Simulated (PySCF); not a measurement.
**CH$_{3}$Se, SMILES `[CH2][SeH]` (H–C–Se–H torsion 180°) (charge 0, multiplicity 2)**

Computed with PBE0-D4/def2-TZVP in PySCF 2.14.0.

```yaml
highest_occupied_spin_orbital: -5.32 eV
dipole_moment: 0.142 e·Å
total_energy: -2441.0789 Ha
cost: roughly 22 core-seconds
```

```xyz
5

C     -0.6275    -0.0264     0.0354
Se     1.0609    -0.7802     0.0681
H     -1.4665    -0.7004     0.1153
H     -0.7672     1.0264    -0.1494
H      1.8003     0.4806    -0.0694
```
Charge 0, spin multiplicity 2.
